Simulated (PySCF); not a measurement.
Dipole moment (D) of eight silicon and germanium compounds: PBE beside B3LYP, computed with PySCF for isolated molecules in the bases named; differences from unrounded values. The eight are the first of their class met in an unordered collection, after screening for sound electronic states; none was chosen by its value, except that the dipole had to exceed 0.05 D. Each molecule has one DFT geometry for both levels.

```json
[
 {"molecule": "CH5FO2Si2, SMILES O=CO[Si@@H](F)[SiH3]", "basis": "def2-TZVP", "B3LYP": "1.70", "PBE": "1.58", "difference": "-0.12"},
 {"molecule": "Ge(H)3(NMe2) (C2H9GeN), SMILES C[N](C)[GeH3]", "basis": "def2-TZVP", "B3LYP": "0.45", "PBE": "0.45", "difference": "0.01"},
 {"molecule": "CH5ClFNSi, SMILES N[Si@@H](Cl)CF", "basis": "def2-TZVP", "B3LYP": "1.53", "PBE": "1.55", "difference": "0.02"},
 {"molecule": "CH8O2Si2, SMILES OC[SiH2]O[SiH3]", "basis": "def2-TZVP", "B3LYP": "1.24", "PBE": "1.13", "difference": "-0.10"},
 {"molecule": "C2H6ClFSi, SMILES [Si@H](CC)(F)Cl", "basis": "def2-TZVP", "B3LYP": "2.20", "PBE": "2.14", "difference": "-0.06"},
 {"molecule": "Si(F)2(Me)(NH2) (CH₅F₂NSi), SMILES C[Si](N)(F)F", "basis": "def2-TZVP", "B3LYP": "2.76", "PBE": "2.69", "difference": "-0.07"},
 {"molecule": "C4H12Si2, SMILES C(/[SiH3])=C\\[SiH2]CC", "basis": "def2-TZVP", "B3LYP": "0.91", "PBE": "0.98", "difference": "0.07"},
 {"molecule": "C₂H₆O₃Si, SMILES O[Si]1(O)COC1", "basis": "def2-TZVP", "B3LYP": "1.68", "PBE": "1.60", "difference": "-0.08"}
]
```

PBE lies below B3LYP in 5 and above it in 3 of the eight; the mean signed difference is -0.04 and the largest -0.12 D.
